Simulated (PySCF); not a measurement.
C8H20AlN.
SMILES with atom numbers: `[CH3:1][CH:2]([CH3:3])[C@@H:4]1[CH2:5][CH2:6][AlH2-:7][N+:8]1([CH3:9])[CH3:10]`

Definitions: NICS(0) = −σiso at the ring centroid; NICS(1) = −σiso and NICS(1)zz = −σzz at ±1 Å along the ring normal z. Level: GIAO HF/pcSseg-1 (PySCF, non-relativistic, gas phase) on the PBE0-D3(BJ)/def2-SVP geometry, one conformer.

Ring bond lengths (Å): C4–C5 1.529, C5–C6 1.531, C6–Al7 1.996, Al7–N8 2.104, N8–C4 1.502.

What do the NICS probes read (ppm)?

```
           ring                                                    type  NICS(0)  NICS(1), two faces  NICS(1)zz, two faces  rms pucker (Å)  centre to ring atoms, mean (Å)
C4–C5–C6–Al7–N8  5-membered ring with Al and N; formal bonds all single     -5.0         -3.4 / -3.5            0.1 / -0.1            0.20                            1.44
```

What do they say, and how far can they be read as aromaticity?

- C4–C5–C6–Al7–N8: mean NICS(1)zz 0.0 ppm, near zero. C4, C5, C6, Al7, N8 have four or more neighbours, and the NICS criterion for π rings isn't applied.

At the first NICS(1) probe listed for ring C4–C5–C6–Al7–N8, 1 Å off the ring, what do the in-plane components average?

The isotropic value is a third of the trace: (3 × -3.4 − (0.1))/2 = -5.1 ppm.

Give the inner angles of the rings.

- C4–C5–C6–Al7–N8: C4 109.1°, C5 110.8°, C6 105.1°, Al7 89.3°, N8 102.4°; sum 516.6° against 540° for a flat convex ring.

What are the shieldings of the ring atoms and their hydrogens in the same run (means over atoms taken as equivalent)?

| atoms | environment | σ isotropic (ppm) | principal values of the symmetric part, first atom (ppm) |
| --- | --- | --- | --- |
| C4 | sp3 carbon bound to nitrogen | 126.7 | 109.5, 126.6, 144.1 |
| C5 | ring CH2 carbon | 169.3 | 154.3, 171.8, 181.9 |
| C6 | ring CH2 carbon | 191.5 | 174.2, 193.2, 207.0 |
| Al7 | aluminium bonded to C, N and 2 H | 432.2 | 417.5, 434.7, 444.5 |
| N8 | nitrogen bonded to Al and 3 C | 237.6 | 211.0, 242.1, 259.6 |
| H on C4 | methine hydrogen | 30.28 | 26.9, 30.1, 33.9 |
| H on C5 | methylene hydrogen | 30.65 | 26.1, 30.9, 34.9 |
| H on C5 | methylene hydrogen | 30.21 | 23.1, 31.0, 36.5 |
| H on C6 | methylene hydrogen | 31.77 | 26.2, 28.4, 40.6 |
| H on C6 | methylene hydrogen | 31.92 | 27.0, 28.9, 39.9 |
| H on Al7 | Al–H hydrogen | 27.99 | 24.4, 26.4, 33.1 |
| H on Al7 | Al–H hydrogen | 28.01 | 24.5, 26.5, 33.1 |

How do the values depend on the level or the medium?

```
             level  NICS(0), C4–C5–C6–Al7–N8  mean NICS(1)zz, C4–C5–C6–Al7–N8
  HF/pcSseg-1, gas                      -5.0                              0.0
PBE0/pcSseg-1, gas                      -4.8                             -0.1
```

The geometry is the same throughout.
